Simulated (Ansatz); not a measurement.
Two members of one family (Series SnEt3X), computed with Ansatz in the gas phase; def2 core potentials for Sn, no spin–orbit coupling. The two geometries come from different levels. Binding counts from free atoms in the multiplicity of their measured ground term, without zero-point energy. The structures are stationary points that may keep the symmetry of their start.

First: SnEt3F (singlet, charge 0, PBE0-D4/def2-SVP geometry).

```csv
atom,x (Å),y (Å),z (Å)
Sn1,0.003,0.021,-0.005
C2,-1.526,0.137,1.509
C3,-1.343,1.347,2.416
H4,-1.512,-0.805,2.080
H5,-2.496,0.173,0.984
H6,-2.149,1.421,3.165
H7,-0.391,1.301,2.967
H8,-1.339,2.284,1.839
C9,-0.444,-1.266,-1.674
C10,-1.743,-0.876,-2.368
H11,-0.476,-2.304,-1.304
H12,0.413,-1.203,-2.363
H13,-1.946,-1.516,-3.243
H14,-2.609,-0.967,-1.693
H15,-1.713,0.167,-2.720
C16,2.021,-0.108,0.739
C17,3.054,0.162,-0.348
H18,2.155,-1.107,1.186
H19,2.106,0.620,1.562
H20,4.082,0.128,0.048
H21,2.995,-0.580,-1.160
H22,2.908,1.154,-0.804
F23,-0.052,1.815,-0.813
```

```csv
level,HOMO (eV),LUMO (eV),gap (eV),binding per atom (eV)
PBE-D4/def2-SVP,-6.11,-0.27,5.84,4.00
PBE-D4/def2-TZVP,-6.21,-0.63,5.58,3.98
r2SCAN-D4/def2-TZVP,-6.44,-0.24,6.21,3.93
r2SCANh-D4/def2-TZVP,-6.89,0.07,6.96,3.91
PBE0-D4/def2-SVP,-7.37,0.60,7.97,3.96
```

Second: SnEt3Br (singlet, charge 0, PBE-D4/def2-SVP geometry).

Cartesian coordinates in Å:
```
Sn 0.031 -0.001 -0.032
C -0.433 -1.266 -1.755
C 0.726 -2.182 -2.151
H -0.708 -0.577 -2.580
H -1.346 -1.844 -1.494
H 0.478 -2.782 -3.053
H 1.641 -1.599 -2.380
H 0.983 -2.898 -1.343
C 0.548 -1.097 1.789
C 1.117 -0.194 2.882
H 1.279 -1.874 1.482
H -0.370 -1.627 2.123
H 1.413 -0.780 3.779
H 2.016 0.352 2.529
H 0.379 0.564 3.219
C -1.353 1.668 0.279
C -1.305 2.706 -0.842
H -1.084 2.113 1.259
H -2.366 1.225 0.389
H -1.987 3.558 -0.633
H -0.283 3.117 -0.967
H -1.609 2.276 -1.819
Br 2.233 1.141 -0.681
```

Task: What does the change do? Estimate second minus first.

Result: 
```tsv
level	Δ HOMO (eV)	Δ LUMO (eV)	Δ gap (eV)	Δ binding per atom (eV)
PBE-D4/def2-SVP	0.12	-0.63	-0.75	-0.06
PBE-D4/def2-TZVP	0.08	-0.51	-0.60	-0.07
r2SCAN-D4/def2-TZVP	0.06	-0.64	-0.70	-0.06
r2SCANh-D4/def2-TZVP	0.08	-0.63	-0.71	-0.06
PBE0-D4/def2-SVP	0.16	-0.61	-0.77	-0.06
```
